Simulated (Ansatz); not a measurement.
Program: Ansatz. Geometries: PBE0-D4/def2-TZVP. ΔE: electronic, gas phase. CCSD(T)/CBS is the MP2 limit (def2-TZVPP, def2-QZVPP) plus CCSD(T) − MP2 in def2-TZVPP, frozen cores. This one scheme is used for every species. Each species was taken in one conformer, which may not be the lowest.

`BSC#C` + `N=CO` → `BOC=N` + `C#CS`  (ligand exchange at a B–S bond)

`BSC#C`:

Cartesian coordinates in Å:
```
B 0.325 -0.140 -0.653
S 1.537 -0.915 0.748
C 0.138 -0.150 1.103
C -0.850 0.437 0.635
H -0.207 -1.020 -1.255
H 0.832 0.825 -1.133
H -1.775 0.963 0.555
```

`N=CO`:

Z-matrix (Å, degrees):
```
C
O 1 1.336
N 1 1.258 2 122.1
H 1 1.092 2 110.5 3 -180.0
H 2 0.968 1 106.6 3 -0.0
H 3 1.014 1 111.3 2 180.0
```

`BOC=N`:

Z-matrix (Å, degrees):
```
B
O 1 1.362
H 1 1.193 2 120.2
H 1 1.193 2 115.5 3 -177.4
C 2 1.355 1 123.2 3 -10.7
N 5 1.252 2 121.9 1 -39.5
H 5 1.092 2 110.8 1 142.8
H 6 1.016 5 110.5 2 -178.8
```

`C#CS`:

```xyz
5

C    -1.047    0.151   -0.667
C    -0.159    0.029    0.137
S     0.982   -0.124    1.360
H    -1.822    0.257   -1.388
H     2.047   -0.313    0.559
```

```json
{"species": "`BSC#C`", "CCSD/CBS(def2) energy (Eh)": "-500.35952"}
{"species": "`N=CO`", "CCSD/CBS(def2) energy (Eh)": "-169.69203"}
{"species": "`BOC=N`", "CCSD/CBS(def2) energy (Eh)": "-195.10206"}
{"species": "`C#CS`", "CCSD/CBS(def2) energy (Eh)": "-474.97383"}
```

Work out ΔE.

ΔE = (-195.10206) + (-474.97383) − (-500.35952) − (-169.69203) = -0.02434 Eh = -63.9 kJ/mol. CCSD(T)/CBS gives -49.9 kJ/mol.

What do rigid-rotor, harmonic-oscillator terms from PBE0-D4/def2-TZVP frequencies (298.15 K, 1 bar) make of the CCSD(T)/CBS value? (An estimate is asked.)

Computed: ΔZPE = -8.5 kJ/mol, ΔH = -56.4 kJ/mol, ΔS = 11 J/(mol·K), ΔG = -59.8 kJ/mol.

Largest T1 diagnostic among the species: 0.015.

Leaving LDA and LC-ωPBE aside and taking each functional with its dispersion term where it has one, the values, not all of them listed here, spread over 60.1 kJ/mol, from BHLYP-D4 to PBE-D4. LDA lies +17.6 kJ/mol from PBE without D4. The D4 term adds +3.2 kJ/mol with B3LYP and +1.4 kJ/mol with PBE0; it sums over pairs of atoms, weighted by their polarisabilities, and B3LYP, whose exchange is more repulsive, gets the larger term.

B3LYP here is the variant with VWN-RPA as its local correlation; programs differ in this.
